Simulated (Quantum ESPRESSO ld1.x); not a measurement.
Task: The mean radii <r> (bohr) of the occupied orbitals of an atom or ion are listed with their occupations. All-electron calculation, Dirac Kohn-Sham, relativistic LDA (MacDonald-Vosko exchange, VWN5 correlation), spin-unpolarised, spherical densities, point nucleus. Program: ld1.x of Quantum ESPRESSO 7.5.

| orbital | occ. | <r> |
|---|---|---|
| 1s1/2 | 2 | 0.02372 |
| 2s1/2 | 2 | 0.1008 |
| 2p1/2 | 2 | 0.08444 |
| 2p3/2 | 4 | 0.09082 |
| 3s1/2 | 2 | 0.2668 |
| 3p1/2 | 2 | 0.2563 |
| 3p3/2 | 4 | 0.2687 |
| 3d3/2 | 4 | 0.2397 |
| 3d5/2 | 6 | 0.2436 |
| 4s1/2 | 2 | 0.6088 |
| 4p1/2 | 2 | 0.6248 |
| 4p3/2 | 4 | 0.6533 |
| 4d3/2 | 4 | 0.7022 |
| 4d5/2 | 6 | 0.7124 |
| 5s1/2 | 2 | 1.472 |
| 5p1/2 | 2 | 1.656 |
| 5p3/2 | 4 | 1.744 |
| 4f5/2 | 1.71429 | 1.070 |
| 4f7/2 | 2.28571 | 1.086 |

Name the element and its charge. Open shells, if any, are shared by 2j + 1.

Result: Z = 60, neodymium, charge +2: Nd2+ in [Xe] 4f4. The 1s radius gives Z: for a bare nucleus <r> = (2 gamma + 1)/(2Z) with gamma = sqrt(1 - (Z/c)^2), 0.02332 bohr for Z = 60, and screening makes it slightly larger (0.02372 here). The occupations add up to 58, and the charge is Z minus that.
